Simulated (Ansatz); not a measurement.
`C[Si](C)(C)[Si](C)(C)[Si](C)(C)[Si](C)(C)[Si](C)(C)C` with charge +1. The state is a doublet with charge 1. Geometry PBE-D4/def2-SVP, that of the neutral singlet.

Cartesian coordinates in Å:
```
C 4.154 -0.469 3.058
Si 2.358 -0.959 2.657
C 1.305 -0.788 4.232
C 2.329 -2.772 2.081
Si 1.531 0.433 0.941
C 2.446 -0.006 -0.677
C 1.892 2.257 1.379
Si -0.806 0.170 0.759
C -1.602 1.058 2.255
C -1.293 -1.677 0.825
Si -1.637 1.171 -1.213
C -3.442 1.728 -0.900
C -0.602 2.716 -1.653
Si -1.669 -0.326 -3.036
C -2.982 -1.666 -2.725
C -2.141 0.643 -4.606
C 0.013 -1.166 -3.313
H 4.577 -1.120 3.852
H 4.212 0.581 3.412
H 4.802 -0.561 2.162
H 1.256 0.266 4.573
H 1.730 -1.394 5.060
H 0.265 -1.135 4.057
H 1.299 -3.102 1.839
H 2.728 -3.445 2.870
H 2.950 -2.911 1.172
H 2.275 -1.063 -0.964
H 2.108 0.632 -1.520
H 3.540 0.141 -0.556
H 2.983 2.424 1.502
H 1.530 2.941 0.584
H 1.395 2.544 2.329
H -1.363 2.141 2.245
H -2.707 0.953 2.231
H -1.236 0.637 3.214
H -1.004 -2.125 1.798
H -0.793 -2.255 0.021
H -2.389 -1.804 0.705
H -3.492 2.460 -0.068
H -3.873 2.207 -1.804
H -4.084 0.864 -0.633
H -1.009 3.218 -2.555
H -0.610 3.451 -0.821
H 0.455 2.448 -1.859
H -3.056 -2.353 -3.594
H -3.983 -1.216 -2.563
H -2.735 -2.273 -1.831
H -3.129 1.134 -4.489
H -1.395 1.433 -4.829
H -2.198 -0.030 -5.487
H 0.317 -1.759 -2.426
H 0.813 -0.423 -3.510
H -0.034 -1.854 -4.184
```

Single mean-field runs in def2-TZVP are fitted with def2-universal-jkfit.

(1) Estimate the α-spin orbital energies around the gap (eV) in Ansatz with PBE-D4/def2-TZVP, PBE0-D4/def2-TZVP.

Results:

(1) 
| orbital | PBE-D4/def2-TZVP | PBE0-D4/def2-TZVP |
| --- | --- | --- |
| HOMO−5 | -10.30 | -11.60 |
| HOMO−4 | -10.22 | -11.47 |
| HOMO−3 | -10.14 | -11.39 |
| HOMO−2 | -10.00 | -11.27 |
| HOMO−1 | -9.67 | -10.82 |
| HOMO | -9.34 | -10.49 |
| LUMO | -4.55 | -3.86 |
| LUMO+1 | -4.32 | -3.59 |
| LUMO+2 | -3.68 | -2.90 |
| LUMO+3 | -3.39 | -2.58 |
| LUMO+4 | -3.26 | -2.50 |
| LUMO+5 | -2.89 | -2.05 |
| β HOMO | -9.44 | -10.33 |
| β LUMO | -8.90 | -8.58 |
